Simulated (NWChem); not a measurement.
# methylammonium (CH₆N cation); SMILES C[NH3+]

Results from NWChem. Coordinates come from a B3LYP/6-31G* (spherical d) optimisation. Level M06-L/def2-SVP: energy and gradient on several grids; changes count from the extra-fine grid, which is no exact limit either.

| grid | size of the energy change (μHa) | largest change of a gradient component (μHa/bohr) |
|---|---|---|
| xcoarse | 2000 | 5000 |
| coarse | 300 | 600 |
| medium | 10 | 200 |
| fine | < 10 | < 30 |
| xfine | < 10 | < 30 |
